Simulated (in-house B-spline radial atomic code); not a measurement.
A run on the molybdenum ion Mo⁴⁺ that did not converge. Method: scalar-relativistic (X2C) wB97X, spin-polarised, spherical fractional occupations, exact exchange averaged over the configuration, Fermi nucleus of rms radius 4.4091 fm; computed with an all-electron radial atomic-structure program (B-spline basis).

Command:
```bash
python run_scf.py task.json out
```
Settings (nuclear radius in fm, mass in u):
```
Z                42
configuration    [Kr] 4d2
hamiltonian      x2c
method           wb97x
spin_polarised   True
nucleus          fermi
rms_radius       4.4091
atomic_mass      97.9054
speed_of_light   137.035999084
exact_exchange   averaged over the configuration
```

First and last ten iterations of the last attempt (damped for 15 steps, keeping 80 % of the old Fock matrix, then DIIS):
```
 iter        energy (Eh)    residual
    1       -4039.474892    4.92e-01
    2       -4043.847435    2.42e-01
    3       -4044.531224    1.59e-01
    4       -4044.864030    1.12e-01
    5       -4045.025181    7.96e-02
    6       -4045.103119    5.70e-02
    7       -4045.140902    4.10e-02
    8       -4045.159322    2.97e-02
    9       -4045.168379    2.16e-02
   10       -4045.172882    1.58e-02
  111       -4045.177624    1.05e-06
  112       -4045.177624    2.77e-06
  113       -4045.177624    3.01e-06
  114       -4045.177624    2.67e-06
  115       -4045.177624    2.63e-06
  116       -4045.177624    2.75e-06
  117       -4045.177624    1.17e-05
  118       -4045.177624    1.06e-06
  119       -4045.177624    8.67e-07
  120       -4045.177624    1.37e-06
 not converged after 120 iterations
```

The smallest residual met was 5.1e-07; the threshold is about 4e-07. Over the last five steps the energy moves by less than 2e-08 hartree, but the orbitals didn't meet the threshold. Time taken, with all properties: 9.4 s on 1 thread of Intel(R) Xeon(R) 6975P-C (shared host).
